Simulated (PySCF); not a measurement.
Delta-SCF ions had no search for a lower state. Excitations are Tamm–Dancoff values on a coarser integration grid. The basis has no diffuse functions, so Rydberg states are missing or too high.

Cartesian coordinates (Å):
```xyz
10

C     -1.1815    -0.5930     0.2573
C     -0.0050    -0.0025     0.0011
N      1.1924    -0.3146     0.6499
N      0.1820     1.0045    -0.9492
H     -2.1000    -0.2093    -0.1613
H     -1.2400    -1.4672     0.8887
H      1.9751    -0.4210     0.0184
H      1.1166    -1.0926     1.2869
H      0.7338     1.7805    -0.6083
H     -0.6734     1.3152    -1.3833
```
Charge 0, spin multiplicity 1.

Problem. Estimate the HOMO, vertical ionisation energy (Delta-SCF), T1 excitation (TDA), HOMO–LUMO gap and brightest of the four lowest singlets (TDA) that TPSSh-D3(BJ)/def2-TZVP // B3LYP-D3(BJ)/def2-TZVP (PySCF) returns for this input.

Solution. 
The HOMO comes out as -5.02 eV and the vertical ionisation energy (Delta-SCF) is 7.72 eV. The T1 excitation (TDA) comes out as 4.31 eV, the HOMO–LUMO gap comes out as 5.79 eV and the brightest of the four lowest singlets (TDA) is 6.88 eV.
